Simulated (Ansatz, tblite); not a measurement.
Cost and result up the ladder for Ga₂O₃⁻ (the lowest doublet isomer of a short search) (5 atoms). The state is a doublet with charge -1. Geometry: PBE0-D4/def2-SVPD.

Cartesian coordinates in Å:
```
Ga 0.118 -0.317 -0.643
Ga -0.305 0.820 1.661
O 0.395 -1.060 -2.149
O -1.232 0.809 0.096
O 1.024 -0.251 1.034
```

Ansatz on 4 threads of Arm Neoverse V2 on a shared host; xTB runs through tblite on one thread. Times are rough, summed over both states, and most runs start from the orbitals of an earlier one. ωB97X-V/def2-TZVPD serves as the yardstick here, not as an exact answer. Differences are given only for rows in sets of like size (and for xTB, whose basis is part of the method), since another set adds its own error. The other state is a quartet at its own geometry.

The xTB rows come from tblite. Correlated methods freeze 21 core orbitals; core or outer-core shells of Ga are correlated, in sets that lack core-valence functions. The rows differ in basis, and correlated rows in double-zeta sets carry the largest basis error. HOMO above LUMO, or a gap near zero within one spin, warns that the state may not be the lowest or that an electron is smeared out. The structure comes from a short search, and lower isomers may exist.

Run but left out: HF/STO-3G (doublet: ⟨S²⟩ 2.44, where a pure state has 0.75).

Correlated methods converge slowly with the basis, most of all in double-zeta sets.

xTB has no spin-polarisation term.

```csv
level,functions,wall time,quartet − doublet (eV),difference from ωB97X-V/def2-TZVPD (eV),remarks
GFN1-xTB,30,0.007 s,4.28,2.02,–
GFN2-xTB,30,0.008 s,3.52,1.25,–
MP2/def2-TZVPD,228,16 s,2.86,0.59,–
PBE-D4/def2-TZVPD (with forces),228,21 s,2.43,0.17,"HOMO above zero (quartet), gap within one spin near zero (doublet)"
PBE0-D4/def2-TZVPD,228,30 s,2.15,-0.11,–
r2SCAN-D4/def2-TZVPD,228,39 s,2.17,-0.10,HOMO above zero (quartet)
r2SCANh-D4/def2-TZVPD,228,52 s,2.07,-0.20,–
ωB97X-V/def2-TZVPD,228,62 s,2.26,0.00,–
CCSD(T)/def2-SVPD,145,4.9 min,2.28,–,–
```
